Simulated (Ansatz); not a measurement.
The cluster Li₈Sn⁺. Total charge 1; doublet. Geometry PBE0-D4/def2-SVP, that of the neutral singlet; atoms count from 1.

```xyz
9

Li    2.9236   -2.0484   -2.8951
Li   -0.1675   -1.2608   -2.7505
Li   -1.3909    2.6625    3.4792
Li   -1.0120    2.2597    0.2943
Li    1.6156    0.3604   -1.1850
Li    0.3701    0.4073    1.9660
Li    0.9897   -2.2789   -0.3087
Li   -2.4882    0.2319    1.7221
Sn   -0.8403   -0.3337   -0.3221
```

In the def2 sets Sn takes a core potential; there is no spin–orbit coupling. The structure comes from a short search, and lower isomers may exist.

Estimate the Mulliken populations from the PBE0/def2-TZVP orbitals of Ansatz.


```json
{"atom": "Li1", "charge (e)": "0.15", "spin (α − β)": "0.34"}
{"atom": "Li2", "charge (e)": "0.27", "spin (α − β)": "-0.04"}
{"atom": "Li3", "charge (e)": "0.15", "spin (α − β)": "0.34"}
{"atom": "Li4", "charge (e)": "0.29", "spin (α − β)": "-0.02"}
{"atom": "Li5", "charge (e)": "0.29", "spin (α − β)": "0.01"}
{"atom": "Li6", "charge (e)": "0.29", "spin (α − β)": "0.01"}
{"atom": "Li7", "charge (e)": "0.29", "spin (α − β)": "-0.02"}
{"atom": "Li8", "charge (e)": "0.27", "spin (α − β)": "-0.04"}
{"atom": "Sn9", "charge (e)": "-1.00", "spin (α − β)": "0.42"}
```
Mulliken values depend strongly on the basis.

Where does the spin sit?

Summed by element: Li 0.58, Sn 0.42, of 1 unpaired in all. Largest on single atoms: Sn9 0.42, Li3 0.34, Li1 0.34.

And the Mayer bond orders between heavy atoms (over 0.3)?

Li2–Sn9 0.44 (2.68 Å); Li4–Sn9 0.48 (2.67 Å); Li5–Sn9 0.49 (2.69 Å); Li6–Sn9 0.49 (2.69 Å); Li7–Sn9 0.48 (2.67 Å); Li8–Sn9 0.44 (2.69 Å).
